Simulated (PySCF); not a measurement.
H₄O, SMILES [OH4+2], charge +2. Coordinates come from a r2SCAN-D4/def2-TZVPD optimisation.

PySCF with TDDFT-PBE/def2-TZVPD puts the lowest singlet excitations at 17.37, 17.37, 17.37, 19.09, 19.09, 19.09 eV and the lowest triplet (TDA) at 15.99 eV.

### Question
What are the lowest singlet roots from EOM-CCSD/aug-cc-pVDZ (PySCF)? (An estimate is asked for; the answer gives what the named calculation found.)

### Answer
18.40, 18.40, 18.40, 20.40, 20.40, 20.40 eV; triplets 16.80, 16.80, 16.80 eV. S1 differs by 1.03 eV (second minus first; roots are paired by order, and the bases may differ).
